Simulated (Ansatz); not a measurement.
Born–Oppenheimer molecular dynamics of BrCl3H3NTi (9 atoms, charge 0, multiplicity 1). It starts at the highest image of a converged band, a first-order saddle point between two minima.

Theory: Ansatz, RKS PBE/def2-SVP.

| Item | Value |
| --- | --- |
| ensemble | NVE (velocity Verlet) |
| time step | 0.5 fs |
| steps asked | 200 |
| starting velocities drawn for | 300 K |
| seed | 3846 |

Frames 0.5 fs apart, positions in Å, forces in eV/Å.

Velocities at 10.0 fs (Å/ps):

```
Ti -1.15 2.03 0.56
N 6.83 4.23 0.23
H 2.38 -21.12 -7.22
H 7.51 -9.09 -35.39
Cl -1.05 1.67 -0.91
Cl -1.78 -1.34 -0.75
Cl 1.95 1.44 -1.10
Br -0.41 -2.30 1.39
H 13.29 -4.77 -0.22
```

```xyz
9
Properties=species:S:1:pos:R:3:forces:R:3 time_fs=10.0 energy_less_start_eV=0.038 T=258
Ti 0.009 0.020 0.096 0.27 -0.28 -0.63
N 0.187 -0.157 1.997 -0.27 0.41 0.66
H -0.618 -0.343 2.615 -0.06 -0.22 -0.16
H 0.702 0.611 2.447 0.29 0.13 0.04
Cl 1.972 0.385 -0.794 -0.08 -0.02 0.07
Cl -1.113 1.836 -0.216 -0.24 0.42 -0.02
Cl -1.199 -1.547 -0.797 -0.06 -0.09 0.00
Br 1.635 -2.718 1.546 0.18 -0.22 -0.01
H 0.978 -1.340 1.972 -0.03 -0.14 0.05
9
Properties=species:S:1:pos:R:3:forces:R:3 time_fs=10.5 energy_less_start_eV=0.040 T=256
Ti 0.008 0.021 0.096 0.28 -0.30 -0.61
N 0.191 -0.155 1.997 -0.59 -0.03 0.38
H -0.617 -0.354 2.611 0.05 -0.14 -0.17
H 0.706 0.607 2.429 0.49 0.51 0.33
Cl 1.972 0.386 -0.794 -0.08 -0.02 0.07
Cl -1.114 1.835 -0.216 -0.25 0.44 -0.02
Cl -1.198 -1.546 -0.797 -0.07 -0.10 0.00
Br 1.635 -2.720 1.547 0.19 -0.24 -0.01
H 0.985 -1.343 1.972 -0.03 -0.12 0.05
9
Properties=species:S:1:pos:R:3:forces:R:3 time_fs=11.0 energy_less_start_eV=0.049 T=247
Ti 0.008 0.022 0.096 0.29 -0.32 -0.60
N 0.194 -0.153 1.997 -0.87 -0.44 0.11
H -0.616 -0.365 2.607 0.15 -0.05 -0.17
H 0.711 0.604 2.412 0.67 0.84 0.59
Cl 1.971 0.387 -0.794 -0.08 -0.02 0.07
Cl -1.115 1.835 -0.217 -0.26 0.46 -0.02
Cl -1.197 -1.546 -0.798 -0.07 -0.10 0.00
Br 1.635 -2.721 1.547 0.20 -0.26 -0.02
H 0.991 -1.346 1.972 -0.03 -0.11 0.04
9
Properties=species:S:1:pos:R:3:forces:R:3 time_fs=11.5 energy_less_start_eV=0.059 T=236
Ti 0.007 0.023 0.096 0.31 -0.33 -0.58
N 0.197 -0.151 1.998 -1.08 -0.75 -0.11
H -0.614 -0.377 2.603 0.23 0.03 -0.16
H 0.718 0.602 2.397 0.79 1.09 0.78
Cl 1.970 0.387 -0.795 -0.08 -0.01 0.07
Cl -1.116 1.834 -0.217 -0.27 0.47 -0.03
Cl -1.196 -1.545 -0.798 -0.08 -0.11 0.00
Br 1.634 -2.722 1.548 0.22 -0.29 -0.02
H 0.998 -1.349 1.972 -0.04 -0.10 0.03
9
Properties=species:S:1:pos:R:3:forces:R:3 time_fs=12.0 energy_less_start_eV=0.066 T=228
Ti 0.007 0.024 0.096 0.32 -0.35 -0.55
N 0.200 -0.149 1.998 -1.17 -0.91 -0.26
H -0.612 -0.388 2.598 0.29 0.11 -0.13
H 0.727 0.604 2.383 0.81 1.18 0.89
Cl 1.970 0.388 -0.795 -0.08 -0.01 0.07
Cl -1.117 1.834 -0.218 -0.28 0.49 -0.03
Cl -1.195 -1.544 -0.799 -0.08 -0.12 0.00
Br 1.634 -2.723 1.549 0.23 -0.32 -0.02
H 1.004 -1.352 1.973 -0.04 -0.08 0.02
9
Properties=species:S:1:pos:R:3:forces:R:3 time_fs=12.5 energy_less_start_eV=0.069 T=225
Ti 0.006 0.025 0.097 0.33 -0.36 -0.52
N 0.203 -0.147 1.998 -1.11 -0.89 -0.35
H -0.609 -0.399 2.592 0.32 0.19 -0.07
H 0.737 0.608 2.372 0.71 1.11 0.91
Cl 1.970 0.389 -0.796 -0.07 -0.01 0.07
Cl -1.118 1.833 -0.218 -0.29 0.51 -0.03
Cl -1.194 -1.544 -0.799 -0.09 -0.13 0.00
Br 1.634 -2.724 1.550 0.24 -0.35 -0.02
H 1.010 -1.356 1.973 -0.04 -0.06 0.02
9
Properties=species:S:1:pos:R:3:forces:R:3 time_fs=13.0 energy_less_start_eV=0.068 T=225
Ti 0.006 0.026 0.097 0.35 -0.37 -0.50
N 0.205 -0.145 1.998 -0.92 -0.71 -0.38
H -0.605 -0.409 2.587 0.32 0.25 0.00
H 0.750 0.615 2.362 0.50 0.88 0.85
Cl 1.969 0.390 -0.796 -0.07 -0.01 0.07
Cl -1.119 1.833 -0.218 -0.30 0.52 -0.03
Cl -1.193 -1.543 -0.800 -0.09 -0.14 -0.01
Br 1.634 -2.725 1.550 0.26 -0.38 -0.03
H 1.017 -1.359 1.973 -0.05 -0.04 0.01
9
Properties=species:S:1:pos:R:3:forces:R:3 time_fs=13.5 energy_less_start_eV=0.067 T=226
Ti 0.005 0.027 0.097 0.36 -0.37 -0.46
N 0.208 -0.144 1.998 -0.62 -0.41 -0.38
H -0.601 -0.419 2.581 0.30 0.29 0.09
H 0.763 0.624 2.355 0.22 0.54 0.74
Cl 1.968 0.391 -0.797 -0.07 -0.01 0.07
Cl -1.120 1.832 -0.219 -0.31 0.54 -0.04
Cl -1.192 -1.542 -0.800 -0.10 -0.14 -0.01
Br 1.634 -2.727 1.551 0.27 -0.41 -0.03
H 1.023 -1.363 1.974 -0.05 -0.02 0.01
9
Properties=species:S:1:pos:R:3:forces:R:3 time_fs=14.0 energy_less_start_eV=0.071 T=222
Ti 0.005 0.028 0.097 0.37 -0.37 -0.43
N 0.210 -0.142 1.998 -0.27 -0.05 -0.37
H -0.596 -0.428 2.576 0.24 0.33 0.19
H 0.777 0.634 2.350 -0.10 0.16 0.61
Cl 1.968 0.392 -0.797 -0.06 -0.01 0.07
Cl -1.121 1.832 -0.219 -0.32 0.55 -0.04
Cl -1.191 -1.542 -0.801 -0.10 -0.15 -0.01
Br 1.633 -2.728 1.552 0.28 -0.44 -0.04
H 1.029 -1.367 1.974 -0.05 0.00 0.01
9
Properties=species:S:1:pos:R:3:forces:R:3 time_fs=14.5 energy_less_start_eV=0.080 T=212
Ti 0.004 0.029 0.097 0.39 -0.37 -0.40
N 0.212 -0.141 1.998 0.10 0.32 -0.36
H -0.590 -0.436 2.571 0.18 0.35 0.29
H 0.791 0.645 2.346 -0.42 -0.23 0.48
Cl 1.967 0.392 -0.797 -0.06 -0.01 0.07
Cl -1.122 1.831 -0.220 -0.32 0.56 -0.04
Cl -1.190 -1.541 -0.802 -0.11 -0.16 -0.01
Br 1.633 -2.729 1.552 0.30 -0.48 -0.04
H 1.034 -1.371 1.974 -0.06 0.03 0.01
9
Properties=species:S:1:pos:R:3:forces:R:3 time_fs=15.0 energy_less_start_eV=0.095 T=196
Ti 0.004 0.030 0.097 0.40 -0.37 -0.37
N 0.214 -0.140 1.998 0.44 0.65 -0.36
H -0.584 -0.444 2.567 0.10 0.36 0.39
H 0.804 0.655 2.343 -0.70 -0.57 0.36
Cl 1.967 0.393 -0.798 -0.05 -0.01 0.07
Cl -1.123 1.831 -0.220 -0.33 0.57 -0.04
Cl -1.189 -1.540 -0.802 -0.11 -0.17 -0.01
Br 1.633 -2.730 1.553 0.31 -0.51 -0.05
H 1.040 -1.375 1.975 -0.06 0.05 0.01
9
Properties=species:S:1:pos:R:3:forces:R:3 time_fs=15.5 energy_less_start_eV=0.112 T=177
Ti 0.003 0.030 0.097 0.41 -0.37 -0.34
N 0.217 -0.138 1.998 0.72 0.92 -0.38
H -0.578 -0.451 2.564 0.04 0.36 0.48
H 0.816 0.664 2.341 -0.92 -0.84 0.27
Cl 1.966 0.394 -0.798 -0.05 -0.01 0.07
Cl -1.124 1.831 -0.220 -0.34 0.58 -0.05
Cl -1.188 -1.540 -0.803 -0.12 -0.18 -0.01
Br 1.633 -2.732 1.554 0.32 -0.54 -0.05
H 1.046 -1.378 1.975 -0.07 0.08 0.01
```

Of the whole run (100 fs, mean temperature of the second half 275 K): The conserved energy stayed within 0.14 meV per atom of its start (net change 0.08 meV per atom), so the integration is sound. A run of 0.1 ps of so small a system gives no equilibrium averages. The orbitals stay closed-shell, which can raise the energy where a bond breaks towards radicals; this wasn't checked here.

Run time: 7.1 min on 4 threads of Arm Neoverse V2, on a shared host, peak memory 0.25 GiB.
